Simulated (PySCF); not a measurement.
# Two-dimensional NMR puzzle

Compound of formula C₃H₇N₃OSi. Correlations simulated from computed shifts and the bond graph:

HSQC (one-bond C–H):
| δH | δC |
| --- | --- |
| 7.33 | 128.0 |
| 4.15 | 58.1 |

HMBC (two and three bonds, from the bond graph):
| δH | δC |
| --- | --- |
| 7.33 | 172.7 |
| 4.15 | 172.7 |

Carbons without hydrogens: δ 172.7.

Level of theory: shielding tensors at PBE0/pcSseg-1 (GIAO), coordinates at the GFN2-xTB level, in PySCF (fast rotation and ring inversion assumed for equivalent nuclei, single conformer, gas phase, no relativistic terms).

δ = σ(ref) − σ, references computed at the same level: ¹H (31.72 ppm) and ¹³C (186.93 ppm) vs TMS.

Exchangeable hydrogens are left out of these lists.

**Question.** Work out the connectivity.

**Answer.** `COc1cnn([SiH3])n1`.

Atoms are numbered as in `[CH3:1][O:2][c:3]1[cH:4][n:5][n:6]([SiH3:7])[n:8]1` (H(Xn): hydrogen on atom n).

1. δC 172.7 is C3, an aromatic carbon bearing oxygen.
2. δC 128.0 is C4, an aromatic CH next to a ring nitrogen (δH 7.33).
3. δC 58.1 is C1, a methyl carbon bonded to O (δH 4.15).
4. HMBC from δH 7.33 reaches the proton-free carbon C3.
5. HMBC from δH 4.15 reaches the proton-free carbon C3.

The data come from this structure; uniqueness wasn't tested.

Shifts are as computed. Against solution values, carbons near 30 ppm lie about +3 ppm off and those near 130 ppm about +5 ppm. Of 1211 compounds with measured shifts, 218 miss one by over three times the rms of a fit or turn the order of signals round; such compounds aren't used in these exercises.
